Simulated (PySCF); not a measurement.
**Correlation energy of As⁺ (arsenic, charge +1)**

[Ar] 3d10 4s2 4p2, high-spin 3P determinant. Computed with PySCF 2.14 in jorge-DZP-DKH, with the spin-free X2C one-electron Hamiltonian (Gaussian nucleus). Frozen: [Ar] 3d10; 4 electrons correlated.

MP2 pair energies summed by pair of shells (mhartree):

| pair | energy | share (%) |
| --- | --- | --- |
| 4s-4p | -12.05 | 47.8 |
| 4s-4s | -11.86 | 47.0 |
| 4p-4p | -1.33 | 5.3 |

Total MP2 correlation energy: -25.24 mhartree.

Same-spin part -2.99 and opposite-spin part -22.25 mhartree; SCS-MP2 scales them by 1/3 and 6/5 to -27.70 mhartree.

```csv
level,correlation energy (mhartree)
CCSD,-33.79
(T),-0.21
CCSD(T),-34.00
```

Diagnostics: T1 = 0.0034, D1 = 0.0075, largest double amplitude 0.099.

Problem. Is a single reference adequate?

Solution. Mostly. T1 lies below 0.03, but a double amplitude of this size points to a near-degeneracy that CCSD handles and MP2 describes poorly.
